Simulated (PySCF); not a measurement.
A GIAO shielding run with PySCF 2.14 (density fitting, non-relativistic, gas phase) on SMILES C(CC)[C@@H]1C[Si@@H](F)CC1=S, C7H13FSSi:

```
$ OMP_NUM_THREADS=1 python probes_run.py task.json out

{"job": {"kind": "nmr", "xc": "PBE0", "basis": "pcSseg-1"}, "charge": 0, "multiplicity": 1}
C      3.052941     0.394464     0.980841
C      2.064810    -0.244396     0.012341
C      0.644662    -0.210765     0.571787
C     -0.387235    -0.869785    -0.361677
C     -0.720617     0.025715    -1.565562
Si    -2.077164     1.205410    -0.955623
F     -3.320078     1.233742    -1.985983
C     -2.485098     0.144038     0.570687
C     -1.653922    -1.086315     0.415265
S     -2.080596    -2.529053     1.019779
H      2.789893     1.434029     1.165846
H      3.050004    -0.134599     1.931263
H      4.060859     0.362228     0.573970
H      2.105593     0.285828    -0.941044
H      2.355718    -1.280972    -0.170649
H      0.636700    -0.740743     1.527844
H      0.348394     0.824796     0.756835
H      0.013487    -1.835729    -0.682601
H     -1.109185    -0.591137    -2.378151
H      0.176780     0.509248    -1.942967
H     -1.756277     2.601717    -0.722476
H     -3.534489    -0.118420     0.699624
H     -2.179933     0.647683     1.490729
```

Hardware: 1 thread of an Arm Neoverse N1, shared host. The job also computes population analyses, field gradients, ring-centre shieldings.

Q: How large is the calculation?

A: 94 electrons, 249 basis functions and 1334 auxiliary functions.

Q: How long does it take, and how much memory does it need?

A: 2.4 min of wall time, with 14 SCF cycles and 5 response iterations; peak memory 1.2 GiB. Times on a shared host scatter by some tens of per cent.
